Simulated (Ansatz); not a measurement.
C2H5AlFNS, SMILES `CS[C]1(F)[NH][AlH]1`. Charge 0, multiplicity 1. Geometry: relaxed with PBE0-D4/def2-TZVP. It is one conformer, not always the lowest.

```xyz
11

C    -1.600    0.134    1.158
S     0.164   -0.090    1.457
C     0.737   -0.558   -0.160
F     0.226   -1.816   -0.490
N     0.605    0.367   -1.263
Al    2.309    0.179   -0.994
H    -2.047   -0.789    0.788
H    -1.785    0.951    0.458
H    -2.054    0.390    2.116
H    -0.302    0.679   -1.576
H     3.747    0.553   -1.494
```

(1) What is the dipole moment at ωB97M-V/def2-TZVPP? (Best estimate.)

(2) And with PBE, r2SCAN, B3LYP? (Estimate.)

(3) Give the Mulliken charges with ωB97M-V, r2SCAN, PBE in def2-TZVPP. (An estimate is asked.)

Results:

(1) Computed: 2.60 D, with components (1.02, 1.97, -1.36) D in this frame, pointing from negative to positive charge.

(2) Ansatz gave: PBE 2.36 D, r2SCAN 2.49 D, B3LYP 2.54 D.

(3) The calculation gave: 
| atom | ωB97M-V | r2SCAN | PBE |
| --- | --- | --- | --- |
| C1 | -0.39 | -0.20 | -0.30 |
| S2 | -0.06 | -0.13 | -0.13 |
| C3 | 0.11 | 0.17 | 0.17 |
| F4 | -0.23 | -0.23 | -0.19 |
| N5 | -0.29 | -0.37 | -0.27 |
| Al6 | 0.40 | 0.47 | 0.29 |
| H7 | 0.15 | 0.10 | 0.13 |
| H8 | 0.12 | 0.06 | 0.10 |
| H9 | 0.13 | 0.08 | 0.12 |
| H10 | 0.09 | 0.12 | 0.12 |
| H11 | -0.03 | -0.08 | -0.04 |

B3LYP here is the variant with VWN-RPA as its local correlation; programs differ in this.
